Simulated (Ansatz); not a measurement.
Harmonic frequencies (cm⁻¹) at PBE0-D4/def2-TZVP from Ansatz: 545, 610, 642, 824, 930, 1039, 1039, 1276, 1305, 1446, 3239, 3257.

Problem. Which molecule is it?
A. `BSC(=C)Cl`
B. `C#CC#C`
C. `C1=C=CC=1`
D. `CN(C)P`

Solution. C.
